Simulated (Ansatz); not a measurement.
Relaxation of BFH3NSi (7 atoms, charge 0, multiplicity 1), to a largest force component of 0.02 eV/Å in at most 50 steps.

Level of theory: Ansatz 0.2.0, RKS B3LYP/def2-SVP.

```xyz
7
Properties=species:S:1:pos:R:3
F -1.112 -2.214 0.771
B -0.368 -1.042 0.343
N 0.718 -0.457 -0.552
Si -0.182 0.908 -0.148
H -0.199 -1.802 1.216
H -1.056 1.336 -1.305
H 0.458 1.801 0.798
```

Q: Where does it end, and by what steps?

A: The forces met the threshold. After 21 steps the energy has fallen by 7.677 eV; H7 moved furthest, 1.41 Å. The start is strongly strained (largest force component 8 eV/Å), so its close contacts needn't be bonds. Parted: F1–H5, B2–Si4.

| step | energy less start (eV) | largest force component (eV/Å) | accepted |
| --- | --- | --- | --- |
| 0 | 0.0000 | 8.076 | yes |
| 1 | -2.0983 | 2.852 | yes |
| 2 | -2.9171 | 3.307 | yes |
| 3 | -3.7232 | 5.573 | yes |
| 4 | -4.8089 | 6.302 | yes |
| 5 | -6.1067 | 2.758 | yes |
| 6 | -6.6113 | 1.458 | yes |
| 7 | -6.8629 | 0.957 | yes |
| 8 | -6.9968 | 1.709 | yes |
| 9 | -7.1703 | 0.622 | yes |
| 10 | -7.2066 | 1.032 | yes |
| 11 | -7.2923 | 0.399 | yes |
| 12 | -7.3467 | 0.291 | yes |
| 13 | -7.3918 | 0.836 | yes |
| 14 | -7.4427 | 0.914 | yes |
| 15 | -7.5658 | 0.393 | yes |
| 16 | -7.6254 | 0.506 | yes |
| 17 | -7.6664 | 0.313 | yes |
| 18 | -7.6721 | 0.157 | yes |
| 19 | -7.6766 | 0.155 | yes |
| 20 | -7.6768 | 0.083 | yes |
| 21 | -7.6769 | 0.007 | yes |

```xyz
7
Properties=species:S:1:pos:R:3
F -1.128 -2.518 0.425
B -0.121 -1.649 0.611
N -0.236 -0.328 0.202
Si -0.346 1.181 -0.264
H 0.880 -2.069 1.147
H 0.072 1.649 -1.607
H -0.862 2.264 0.609
```

The run took 70 s on 1 CPU thread of a shared host.
